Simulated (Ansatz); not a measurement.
Cost and result up the ladder for In(PF3)H3 (InPH3F3) (8 atoms). The state is a singlet with charge 0. Geometry: r2SCAN-D4/def2-SVP.

```xyz
8

In    0.8624    1.2797    0.6460
P    -0.5966   -0.8831   -0.4501
F    -1.7009   -0.5876   -1.5527
F    -1.4637   -1.7817    0.5309
F     0.1969   -2.0356   -1.2012
H     1.7537    0.2355    1.7015
H    -0.5779    2.0530    1.2165
H     1.5261    1.7199   -0.8908
```

Ansatz on 4 threads of Intel Xeon on a shared host. Times are rough, and most runs start from the orbitals of an earlier one. r2SCAN0-D4/def2-TZVP serves as the yardstick here, not as an exact answer. Differences are given only for rows in sets of like size (and for xTB, whose basis is part of the method), since another set adds its own error. Binding counts from free atoms at the same level (In doublet, P quartet, F doublet, H doublet; other spins of the atoms weren't run), without zero-point energy or a counterpoise term.

In the def2 sets In takes a core potential; there is no spin–orbit coupling. B3LYP takes the VWN-RPA correlation. Correlated methods freeze 12 core orbitals; core or outer-core shells of In are correlated, in sets that lack core-valence functions.

Correlated methods converge slowly with the basis.

| level | functions | wall time | binding energy per atom (eV) | difference from r2SCAN0-D4/def2-TZVP (eV) |
| --- | --- | --- | --- | --- |
| PBE-D4/def2-SVP | 101 | 3.3 s | 2.92 | – |
| LDA (SPW92)/def2-TZVP | 198 | 3.5 s | 3.50 | 0.66 |
| PBE-D4/def2-TZVP | 198 | 5.5 s | 2.98 | 0.15 |
| PBE0-D4/def2-SVP | 101 | 6 s | 2.78 | – |
| r2SCAN-D4/def2-TZVP | 198 | 7 s | 2.94 | 0.10 |
| BHLYP-D4/def2-TZVP | 198 | 7.5 s | 2.77 | -0.06 |
| B3LYP-D4/def2-TZVP | 198 | 9 s | 2.91 | 0.07 |
| r2SCANh-D4/def2-TZVP | 198 | 9.5 s | 2.90 | 0.06 |
| r2SCAN0-D4/def2-TZVP | 198 | 10 s | 2.84 | 0.00 |
| PBE-D4/def2-TZVPD | 246 | 11 s | 2.98 | 0.14 |
| B97M-V/def2-TZVP | 198 | 13 s | 2.97 | 0.13 |
| r2SCAN-D4/def2-TZVPD | 246 | 13 s | 2.94 | 0.10 |
| PBE0-D4/def2-TZVPD | 246 | 14 s | 2.87 | 0.03 |
| CCSD(T)/def2-TZVP | 198 | 3 min | 2.80 | -0.04 |
